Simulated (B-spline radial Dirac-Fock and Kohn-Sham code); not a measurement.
X-ray scattering factor of Pb⁹⁺

System: the Pb⁹⁺ ion in the configuration [Xe] 4f14 5d5.

Input of the calculation (task.json; shells as n, l, electrons):

```json
{"items": [{
  "Z": 82,
  "q": 9,
  "cfg": [[1, 0, 2], [2, 0, 2], [2, 1, 6], [3, 0, 2], [3, 1, 6], [3, 2, 10], [4, 0, 2], [4, 1, 6], [4, 2, 10], [4, 3, 14], [5, 0, 2], [5, 1, 6], [5, 2, 5]],
  "A": 208,
  "rrms": 5.5012,
  "do": ["scatter"],
  "s": [0.0, 0.05, 0.1, 0.15, 0.2, 0.25, 0.3, 0.35, 0.4, 0.45, 0.5, 0.6, 0.7, 0.8, 0.9, 1.0, 1.1, 1.2, 1.4, 1.6, 1.8, 2.0, 2.5, 3.0, 3.5, 4.0, 5.0, 6.0],
  "pz": [0, 0.1, 0.2, 0.3, 0.4, 0.5, 0.6, 0.8, 1.0, 1.2, 1.4, 1.6, 1.8, 2.0, 2.5, 3.0, 4.0, 5.0, 7.0, 10.0, 15.0, 20.0, 30.0, 40.0, 60.0, 100.0],
  "hv_scatter": [2000, 5000, 10000, 20000, 30000, 50000, 100000, 200000]
}]}
```

Command: `python xray_run.py task.json out`

Level of theory: relativistic Hartree-Fock (Dirac-Fock) wave functions, averaged over the configuration; a radial B-spline solver. f₀ is the Fourier transform of the spherical electron density, S the Waller-Hartree incoherent function, and s = sin θ/λ.

| s (Å⁻¹) | f₀ | S |
| --- | --- | --- |
| 0 | 73.000 | 0.000 |
| 0.05 | 72.595 | 0.367 |
| 0.1 | 71.413 | 1.408 |
| 0.15 | 69.545 | 2.966 |
| 0.2 | 67.129 | 4.843 |
| 0.25 | 64.322 | 6.864 |
| 0.3 | 61.288 | 8.909 |
| 0.35 | 58.169 | 10.915 |
| 0.4 | 55.084 | 12.865 |
| 0.45 | 52.116 | 14.760 |
| 0.5 | 49.316 | 16.602 |
| 0.6 | 44.295 | 20.113 |
| 0.7 | 40.011 | 23.326 |
| 0.8 | 36.321 | 26.184 |
| 0.9 | 33.081 | 28.707 |
| 1 | 30.194 | 30.966 |
| 1.1 | 27.609 | 33.037 |
| 1.2 | 25.309 | 34.971 |
| 1.4 | 21.529 | 38.535 |
| 1.6 | 18.751 | 41.771 |
| 1.8 | 16.766 | 44.724 |
| 2 | 15.318 | 47.394 |
| 2.5 | 12.716 | 52.754 |
| 3 | 10.469 | 56.481 |
| 3.5 | 8.484 | 59.172 |
| 4 | 6.965 | 61.250 |
| 5 | 5.259 | 64.304 |
| 6 | 4.442 | 66.414 |

f₀ starts at the number of electrons, 73, and has fallen to half at s ≈ 0.80 Å⁻¹. The sum of ⟨r²⟩ over the electrons is 22.13 bohr².
